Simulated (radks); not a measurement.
Question: The mean radii <r> (bohr) of the occupied orbitals of an atom or ion are listed with their occupations. Calculated with a radial shooting solver on a logarithmic mesh with Libxc functionals: scalar-relativistic Kohn-Sham, PBE, spin-polarised, spherical densities, finite nucleus; Fermi nuclear charge, rms radius of each element as measured or else 0.836 A^(1/3) + 0.57 fm.

orbital  occ.     <r>
1s          2  0.1188

Name the element and its charge. Open shells, if any, are filled with parallel spins first.

Answer: Z = 13, aluminium, charge +11: Al11+ in [He]. The 1s radius gives Z: for a bare nucleus <r> = (2 gamma + 1)/(2Z) with gamma = sqrt(1 - (Z/c)^2), 0.115 bohr for Z = 13, and screening makes it slightly larger (0.1188 here). The occupations add up to 2, and the charge is Z minus that.
